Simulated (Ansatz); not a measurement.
`[SiH2][Te][SiH3]` radical at its PBE0-D4/def2-TZVP geometry, where that method's forces vanish. The species carries charge 0 and has multiplicity 2. Te: def2 effective core potential.

```xyz
8

Si    1.3719    0.2701    1.4612
Te   -0.7060    1.3884    0.7050
Si   -0.8404   -0.0764   -1.3134
H     1.2165   -1.2136    1.4052
H     1.6107    0.6941    2.8702
H     0.3117    0.1669   -2.2162
H    -2.1060    0.2745   -2.0036
H    -0.8584   -1.5039   -0.9084
```

Problem. What forces (eV/Å) does r2SCAN-D4/def2-TZVPP give on these atoms in Ansatz 0.2.0? (Best estimate.)

Solution. Computed: 
```
Si1  0.043 -0.040  0.048
Te2 -0.047  0.068  0.026
Si3 -0.012 -0.032 -0.049
H4   0.012  0.018  0.002
H5   0.001 -0.010 -0.021
H6  -0.024 -0.014  0.008
H7   0.027 -0.014  0.006
H8   0.000  0.023 -0.020
```
